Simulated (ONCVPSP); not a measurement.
**Ce ONCV: all-electron and pseudo phase curves**

```json
{
  "Element": "cerium",
  "Generator": "ONCVPSP 4.0.1",
  "Type": "optimised norm-conserving Vanderbilt (ONCV)",
  "Functional": "BLYP",
  "Relativity": "fully relativistic",
  "Frozen core": "[Kr] 4d10",
  "Valence charge": "12",
  "Reference configuration": "4f1 5s2 5p6 5d1 6s2",
  "Partial waves": "5s+6s: rc 2.20 bohr, ncon 3, nbas 6, qcut 6.5 1/bohr, 2 projectors; 5p: rc 2.65 bohr, ncon 5, nbas 8, qcut 5.4 1/bohr, 2 projectors, debl 0.6 Ha; 5d: rc 2.60 bohr, ncon 4, nbas 8, qcut 4.1 1/bohr, 2 projectors, debl 0.8 Ha; 4f: rc 1.75 bohr, ncon 4, nbas 8, qcut 9.4 1/bohr, 2 projectors, debl 2.6 Ha",
  "Local potential": "polynomial inside 1.35 bohr (lpopt 5, dvloc0 0 Ha)",
  "Core correction": "Teter function, fcfact 4.5, rcfact 1.3"
}
```

Open shells are filled in proportion to 2j + 1.

In the p channel the program set the typed energies aside and used -0.813, 0.250 Ha (j = l + 1/2; the other j can differ).

The phase is arctan(r·R′/R) of the radial function R(r), unwrapped; energies in Ha, scanned from -3 to 5 Ha. A pole is an energy at which the radial function vanishes at the test radius. The pseudo phase is shifted by a multiple of π to meet the all-electron one at the reference energy, and phase errors are pseudo minus all-electron; the curves can meet again beyond the range given. Levels narrower than the energy grid can be missing from the lists of poles. Where the grid stepped over a known ghost or core level, its pole and its step of π were put in at the level’s energy.

| channel | radius (bohr) | reference energy (Ha) | poles, all-electron | poles, pseudo | unbroken range about the reference energy with phases within 0.05 rad | phase error 1 Ha above the reference energy (rad) |
| --- | --- | --- | --- | --- | --- | --- |
| s | 2.24 | -0.13 | -1.09, 4.42 | -1.41, -1.09, 4.34 | above -1.4 | -0.001 |
| p3/2 | 2.69 | -0.81 | -0.58, 2.99 | -0.58, 2.82, 3.92 | below 3.2 | +0.000 |
| p1/2 | 2.69 | -0.91 | -0.72, 2.79 | -0.72, 2.68, 4.15 | below 3.2 | -0.000 |
| d5/2 | 2.65 | -0.10 | 0.61, 4.40 | 0.61, 4.03 | below 2.0 | -0.000 |
| d3/2 | 2.65 | -0.11 | 0.58, 4.34 | 0.58, 4.03 | below 4.5 | -0.000 |
| f7/2 | 1.77 | -0.18 | 0.14 | 0.14 | the whole range | +0.001 |
| f5/2 | 1.77 | -0.20 | 0.12 | 0.12 | the whole range | +0.001 |

Note: ghosts flagged at negative energy: s at -38.3 eV; GHOST(+) flagged for p3/2 at 95.3 eV, p1/2 at 98.5 eV. A true bound ghost makes a file unfit for plane-wave use.

Phases in the p1/2 channel:

| E (Ha) | all-electron | pseudo |
| --- | --- | --- |
| -2.98 | 1.365 | 1.365 |
| -2.76 | 1.352 | 1.352 |
| -2.54 | 1.335 | 1.335 |
| -2.32 | 1.315 | 1.315 |
| -2.10 | 1.286 | 1.286 |
| -1.88 | 1.246 | 1.246 |
| -1.66 | 1.179 | 1.179 |
| -1.44 | 1.039 | 1.039 |
| -1.22 | 0.545 | 0.544 |
| -1.00 | -1.044 | -1.044 |
| -0.78 | -1.518 | -1.518 |
| -0.56 | -1.673 | -1.673 |
| -0.34 | -1.773 | -1.773 |
| -0.12 | -1.872 | -1.873 |
| 0.10 | -2.005 | -2.005 |
| 0.32 | -2.236 | -2.236 |
| 0.54 | -2.727 | -2.727 |
| 0.76 | -3.541 | -3.543 |
| 0.98 | -4.081 | -4.083 |
| 1.20 | -4.326 | -4.328 |
| 1.42 | -4.453 | -4.456 |
| 1.64 | -4.531 | -4.534 |
| 1.86 | -4.585 | -4.588 |
| 2.08 | -4.625 | -4.629 |
| 2.30 | -4.657 | -4.662 |
| 2.52 | -4.684 | -4.692 |
| 2.74 | -4.708 | -4.721 |
| 2.96 | -4.730 | -4.752 |
| 3.18 | -4.753 | -4.792 |
| 3.40 | -4.777 | -4.870 |
| 3.62 | -4.803 | -5.374 |
| 3.84 | -4.835 | -7.682 |
| 4.06 | -4.876 | -7.827 |
| 4.28 | -4.936 | -7.883 |
| 4.50 | -5.034 | -7.926 |
| 4.72 | -5.233 | -7.969 |
| 4.94 | -5.777 | -8.023 |
